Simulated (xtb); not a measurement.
Harmonic IR lines of one isomer of CH3B3, unscaled. Level of theory: GFN2-xTB (xtb).

wavenumber (cm⁻¹): 254 (w), 533 (m), 608 (w), 712 (m), 823 (w), 1351 (w), 1684 (w), 2757 (vs), 3043 (m)

**Question.** Say which structure gives these lines.
A. `BB1B=C1`
B. `B1B2CB12`
C. `B=BB=C`
D. `B1B2BC12`

**Answer.** C, `B=BB=C`
